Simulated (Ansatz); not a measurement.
Geometry optimisation, Ansatz 0.2.0, RKS BHLYP/def2-SVP.

The input (input.yaml):

```yaml
crystal:
  periodic: [false, false, false]
  atoms:
    - { symbol: Si, position_ang: [0.223842, 0.0, -0.078955] }
    - { symbol: F, position_ang: [0.229063, 0.0, 1.531564] }
    - { symbol: H, position_ang: [1.635586, 0.0, -0.515751] }
    - { symbol: H, position_ang: [-0.442373, 1.226914, -0.552698] }
    - { symbol: H, position_ang: [-0.442373, -1.226914, -0.552698] }
    - { symbol: Br, position_ang: [-3.028587, 0.0, 1.262246] }
    - { symbol: H, position_ang: [-1.806157, 0.0, 2.119593] }
basis:
  gaussian: { orbitals: def2-SVP }
hamiltonian:
  xc: { name: BHLYP }
relax:
  f_tol: 0.03
  max_steps: 50
```

Run as:

```bash
$ ansatz run input.yaml --threads 2 --pin off --max-ram 3072MiB --backend cpu --events-out ev --progress --plain --runs-dir out
```

Problem. Where does it end, and by what steps?

Solution. The forces met the threshold. The force dipped under the threshold on the way, but the program's further checks kept it going. After 18 steps the energy has fallen by 0.142 eV; Br6 moved furthest, 1.35 Å.

```tsv
step	energy less start (eV)	largest force component (eV/Å)	accepted
0	0.0000	1.388	yes
1	-0.1045	0.216	yes
2	-0.1117	0.069	yes
3	-0.1187	0.082	yes
4	-0.1213	0.565	yes
5	-0.1308	0.165	yes
6	-0.1335	0.027	yes
7	-0.1352	0.250	yes
8	-0.1372	0.134	yes
9	-0.1387	0.062	yes
10	-0.1393	0.155	yes
11	-0.1400	0.064	yes
12	-0.1403	0.008	yes
13	-0.1407	0.026	yes
14	-0.1375	0.357	no
15	-0.1410	0.074	yes
16	-0.1413	0.064	yes
17	-0.1414	0.036	yes
18	-0.1415	0.010	yes
```

```xyz
7
Properties=species:S:1:pos:R:3
Si 0.423 0.000 -0.325
F -0.346 0.000 1.109
H 1.872 0.000 -0.055
H 0.018 1.216 -1.053
H 0.018 -1.216 -1.053
Br -3.476 0.000 2.537
H -2.141 0.000 2.054
```

Time of the run: 34 s on 2 threads of Arm Neoverse V2 (shared host), peak memory 0.17 GiB.
